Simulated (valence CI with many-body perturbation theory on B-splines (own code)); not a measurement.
## Energy levels of Ca¹²⁺

Calculated by valence CI with perturbative core correlation (CI+MBPT): six valence electrons over a frozen Dirac-Fock core [He], a basis of 9 s, 9 p, 8 d, 6 f, 3 g, 1 h functions for each j, with the one-electron correlation potential Σ1, the two-electron term Σ2, the three-electron term Σ3, Breit, model QED; selected CI, second order for the rest, scaled by the run's own slope (own B-spline code, finite nucleus).

No measured levels were compared; by estimate levels of excited configurations hold to 0.05 to 0.15 % of their energy, terms of the ground configuration to about 0.5 %. Among the levels kept, up to 3000 cm⁻¹ of a level comes from second order outside the variational space, and about a tenth of that is noise between levels of different J, which matters for small intervals.

Levels 46 to 59 of 59, with energies above the lowest level, 2s2 2p4 3P_2. "Leading %" is the weight of the configuration and term that name the level; weights of strongly mixed levels are sums over their largest components and can fall short. In the jj column 3d3/2^4 stands for four electrons in 3d with j = 3/2.

```
No.  Configuration  Term  J  E (eV)  Leading %      g    Second component                       Leading jj
 46     2s2 2p3 3d   5D°  3  458.75         96  1.494                      2s^2 2p1/2 2p3/2^2 3d5/2 (26 %)
 47     2s2 2p3 3d   5D°  4  458.80         97  1.495                      2s^2 2p1/2 2p3/2^2 3d5/2 (52 %)
 48     2s2 2p3 3p    1P  1  458.80         63  1.058  21 % 2s2 2p3 3p 3P  2s^2 2p1/2 2p3/2^2 3p3/2 (41 %)
 49     2s2 2p3 3p    3P  0  460.63         92                             2s^2 2p1/2 2p3/2^2 3p1/2 (64 %)
 50     2s2 2p3 3p    3P  1  460.71         78  1.386  12 % 2s2 2p3 3p 1P        2s^2 2p3/2^3 3p1/2 (56 %)
 51     2s2 2p3 3p    3P  2  460.72         65  1.348  25 % 2s2 2p3 3p 1D        2s^2 2p3/2^3 3p3/2 (70 %)
 52     2s2 2p3 3d   3D°  2  463.63         93  1.158                      2s^2 2p1/2^2 2p3/2 3d5/2 (36 %)
 53     2s2 2p3 3d   3D°  1  463.99         98  0.507                      2s^2 2p1/2 2p3/2^2 3d5/2 (55 %)
 54     2s2 2p3 3d   3D°  3  464.11         96  1.328                      2s^2 2p1/2 2p3/2^2 3d5/2 (42 %)
 55     2s2 2p3 3p    1D  2  464.12         89  1.030   5 % 2s2 2p3 3p 3P  2s^2 2p1/2 2p3/2^2 3p3/2 (44 %)
 56     2s2 2p3 3d   3F°  2  471.35         92  0.694                      2s^2 2p1/2 2p3/2^2 3d3/2 (52 %)
 57     2s2 2p3 3p    1S  0  471.66         92                                   2s^2 2p3/2^3 3p3/2 (53 %)
 58     2s2 2p3 3d   3F°  3  471.95         90  1.067  6 % 2s2 2p3 3d 3G°  2s^2 2p1/2 2p3/2^2 3d3/2 (54 %)
 59     2s2 2p3 3d   1S°  0  472.25         95                             2s^2 2p1/2 2p3/2^2 3d5/2 (52 %)
```

Names give the largest LS component (configuration and term), which can be under half, so a name can repeat, a term be missing and a line seem to break the LS rules; names also repeat where a configuration has a term twice.
